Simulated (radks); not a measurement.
Valence configurations of C IV (all share [He]). Calculated with a radial shooting solver on a logarithmic mesh with Libxc functionals: Dirac Kohn-Sham, BLYP, spin-unpolarised, spherical densities, point nucleus; open shells fill j = l - 1/2 first. Energies are relative to 2s1; eigenvalues in eV.

valence      E (eV)  e(2p1/2)  e(2s1/2)
2s1           0.000         -   -56.126
2s0.5 2p0.5   3.954   -47.799   -55.731
2p1           7.932   -47.374         -

NIST lists [He] 2s1 as the ground configuration; this level of theory agrees among the configurations tried. The energies are those of spherical spin-averaged densities, not of single terms.
